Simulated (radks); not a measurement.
Isoelectronic series with 12 electrons, each ion in its NIST ground configuration. All-electron calculation, scalar-relativistic Kohn-Sham, BLYP, spin-polarised, spherical densities, finite nucleus; Fermi nuclear charge, rms radius of each element as measured or else 0.836 A^(1/3) + 0.57 fm. Program: a radial shooting solver on a logarithmic mesh with Libxc functionals. Total energies (hartree) and orbital eigenvalues (eV) (* marks an orbital that is empty in some or all of the ions):

ion    configuration  E (hartree)        3d*        3p*         3s         2p         2s
Ga19+       [Ne] 3s2  -1742.46137  -631.2416  -698.4888  -747.2908  -1845.997  -2002.465
As21+       [Ne] 3s2  -1997.31503  -762.6849  -837.0614  -891.8147  -2181.529  -2355.944
Br23+       [Ne] 3s2  -2270.30468  -906.3367  -988.1011  -1049.241  -2545.185  -2739.177
Rb25+       [Ne] 3s2  -2561.60416  -1062.204  -1151.661  -1219.692  -2937.102  -3152.542
Nb29+       [Ne] 3s2  -3199.89594  -1410.631  -1516.583  -1600.217  -3806.311  -4071.350
Tc31+       [Ne] 3s2  -3547.30670  -1603.222  -1718.078  -1810.597  -4283.930  -4577.728
Rh33+       [Ne] 3s2  -3913.86619  -1808.088  -1932.359  -2034.615  -4790.460  -5116.111
Ag35+       [Ne] 3s2  -4299.82525  -2025.251  -2159.508  -2272.457  -5326.092  -5687.067
In37+       [Ne] 3s2  -4705.44906  -2254.734  -2399.607  -2524.325  -5891.029  -6291.209
Sb39+       [Ne] 3s2  -5131.02438  -2496.562  -2652.746  -2790.435  -6485.482  -6929.198
I41+        [Ne] 3s2  -5576.85588  -2750.762  -2919.021  -3071.022  -7109.676  -7601.746
Cs43+       [Ne] 3s2   -6043.2719  -3017.364  -3198.531  -3366.336  -7763.846  -8309.622
La45+       [Ne] 3s2   -6530.6206  -3296.396  -3491.380  -3676.646  -8448.240  -9053.650
Pr47+       [Ne] 3s2   -7039.2766  -3587.892  -3797.680  -4002.244  -9163.114  -9834.722
